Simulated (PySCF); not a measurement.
[NiI3]-: Ni(II) (d8), charge -1. The structure is a model geometry with rigid ligands and bond lengths from ionic radii, not a minimum; coordination trigonal planar, point group D3h, metal–donor distances 2.57 Å.

```
4

Ni    0.0000    0.0000    0.0000
I     2.5700    0.0000    0.0000
I    -1.2850    2.2257    0.0000
I    -1.2850   -2.2257    0.0000
```

Method (PySCF 2.14, density fitting): CASSCF(8,5) with orbitals averaged over all microstates of the shell, strongly contracted NEVPT2 on the averaged canonical orbitals; basis x2c-TZVPall on the metal, x2c-SVPall elsewhere; spin-free X2C; gas phase; spin-orbit coupling by state interaction with the mean-field operator over all roots.

(1) Which term lies lowest, and with what spin?

(2) Where do the spin-allowed transitions within the shell lie?

(3) Which is the lowest state of another spin?

(4) Give the fitted ligand-field and repulsion parameters.

(5) What magnetic behaviour follows?

The geometry is a model, and the complex may not exist in this form. 3A2'' (33 cm⁻¹) lies within 300 cm⁻¹ of 3A1'' at NEVPT2 level, inside the method's error: their order is undecided, and g values and low-temperature moments can hang on it.

The job took 24 s on one thread of Arm Neoverse V2 (shared host), with 156 basis functions, launched as `OMP_NUM_THREADS=1 python lf_run.py task.json out`.

Results:

(1) 3A1'' (S = 1, orbital degeneracy 1), orbital occupations from the lowest 2.0 1.5 1.5 1.5 1.5, by NEVPT2, but only 33 cm⁻¹ below 3A2'', which doesn't decide their order.

(2) By NEVPT2: 3A2'' at 33 cm⁻¹; 3E' at 846 cm⁻¹; 3E'' at 1780 cm⁻¹; 3A2' at 1833 cm⁻¹; 3A2' at 13670 cm⁻¹ (732 nm); 3E'' at 19276 cm⁻¹ (519 nm). The strongest, at 19276 cm⁻¹, has f = 2.4e-04.

(3) 1A1' at 12488 cm⁻¹ by NEVPT2; CASSCF alone puts it at 15125 cm⁻¹ above the same ground state.

(4) At CASSCF level (the NEVPT2 levels don't fit a ligand-field model well): orbital energies 0, 490, 490, 3484, 3484 cm⁻¹; B = 1253 cm⁻¹; C = 4639 cm⁻¹; B over its free-ion value at the same level 0.951; rms of the fit 51 cm⁻¹; ζ = 617 cm⁻¹ (free ion 660).

(5) Degenerate or low-lying orbital states mix with the ground state, so no spin-only Hamiltonian applies. The lowest spin-orbit level is 2-fold; the next lies at 452.5 cm⁻¹. The two lowest states form a pseudo-doublet split by 0.000 cm⁻¹ with g_z = 9.66. μeff is 5.26 μB at 300 K and 4.85 μB at 10 K; the spin-only value is 2.83 μB.
